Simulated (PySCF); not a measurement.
**K⁺: ionisation energy**

K⁺ [Ar] (1S) → K²⁺ [Ne] 3s2 3p5 (2P), as a difference of total energies. Computed with PySCF 2.14 in x2c-TZVPall, with the spin-free X2C one-electron Hamiltonian (Gaussian nucleus). Correlated levels: valence: [Ne] 3s2 frozen. The calculations carry no spin-orbit coupling.

```tsv
method	ionisation energy (eV)
UHF	30.490
PBE0	31.642
r2SCAN	31.734
MP2 (valence)	31.660
SCS-MP2 (valence)	31.596
CCSD (valence)	31.621
CCSD(T) (valence)	31.635
```

Problem. How much does correlation contribute at CCSD(T) (valence)?

Solution. 31.635 − (30.490) = 1.145 eV, measured against UHF.

The reference lies between the lowest fine-structure levels, while these numbers refer to the centres of the terms.

Errors of the correlated levels include the incompleteness of this basis and the frozen core.

For comparison: 31.625 eV (measured; NIST Atomic Spectra Database, ionization energies).
